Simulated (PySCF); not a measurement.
## Dipole moment and polarisability of `C=Cc1ncnc(C#N)n1`

C6H4N4.
Atom-mapped SMILES: `[CH2:1]=[CH:2][c:3]1[n:4][cH:5][n:6][c:7]([C:8]#[N:9])[n:10]1` (hydrogens: H11, H12 on C1; H13 on C2; H14 on C5)

Structure used (GFN2-xTB), in Å, numbered top down from 1:
```
atom  x, y, z in Å
C1    -2.5011    0.9048   -0.1387
C2    -1.8991   -0.2781   -0.2010
C3    -0.4596   -0.4299   -0.0855
N4     0.0393   -1.6671   -0.1653
C5     1.3475   -1.7673   -0.0569
N6     2.1843   -0.7594    0.1187
C7     1.5965    0.4337    0.1866
C8     2.4414    1.5736    0.3770
N9     3.1114    2.4871    0.5308
N10    0.2961    0.6555    0.0923
H11   -1.9280    1.8062    0.0021
H12   -3.5695    1.0027   -0.2250
H13   -2.4383   -1.2034   -0.3402
H14    1.7785   -2.7590   -0.1170
```

Level: CAM-B3LYP/def2-SVPD (PySCF), static field, nuclei fixed, core orbitals frozen in the response. The polarisability tensor in these axes (au):

```
x   123.74   0.08   6.53
y     0.08 105.88   5.43
z     6.53   5.43  52.96
```

Task: What are the eigenvalues, a third of the trace, and Δα (Δα² = ½Σ(αi − αj)² over the three pairs)?

Result: Principal values 51.82, 106.40 and 124.35 au; mean 94.19 au = 13.96 Å³ = 15.53 × 10⁻⁴⁰ C²·m²/J; Δα = 65.43 au (69 % of the mean).

Task: What is the dipole moment, and where does it point?

Result: (-3.48, -2.32, -0.55) D, 4.22 D in size, pointing from the negative to the positive side. Measured along this direction, the outermost atoms are N9 at the negative end and H13 at the positive end.

Task: Along which axes do the principal values lie, and how far do the nuclei extend along each?

Result: Largest value along (1.00, 0.03, 0.09), where the nuclei span 6.77 Å; middle along (-0.04, 0.99, 0.10), 5.23 Å; least along (-0.09, -0.10, 0.99), 0.01 Å. The response follows the extents in order.

Task: Sum over states: ᾱ = Σ f/ω², ω in Eh. What share falls to these 8 lowest TDDFT singlets (eV, f)? 4.36, 0.0004; 4.50, 0.0013; 4.57, 0.0045; 4.80, 0.0018; 5.22, 0.0101; 5.42, 0.4611; 6.27, 0.0000; 6.35, 0.2312.

Result: They add up to 16.40 au, 17.4 % of the 94.19 au; the largest single term is 11.60 au, from the state at 5.42 eV. Terms in order: 0.01, 0.05, 0.16, 0.06, 0.27, 11.60, 0.00, 4.25 au. Higher excitations give the rest. The strengths listed sum to 0.710.

Task: Find the Langevin capture rate constant for H3O+ (19.018 u) meeting this molecule (132.044 u), k = 2.342 × 10⁻⁹ cm³/s × √(α in Å³ / reduced mass in u).

Result: The reduced mass is 16.62 u, so k = 2.15 × 10⁻⁹ cm³/s. The formula leaves out the permanent dipole, which adds to the capture rate.

Task: In a dilute gas of rigid molecules at 273 K, how does the orientational term μ²/3kT compare with the electronic polarisability?

Result: In Gaussian units μ²/3kT = 157.52 Å³ against 13.96 Å³, a ratio of 11.29; the Debye molar polarisation (4π/3)N_A(α + μ²/3kT) is 432.6 cm³/mol, leaving out the vibrational part.

One conformer (not necessarily the lowest) at the GFN2-xTB geometry, without solvent, vibrations or thermal averaging.
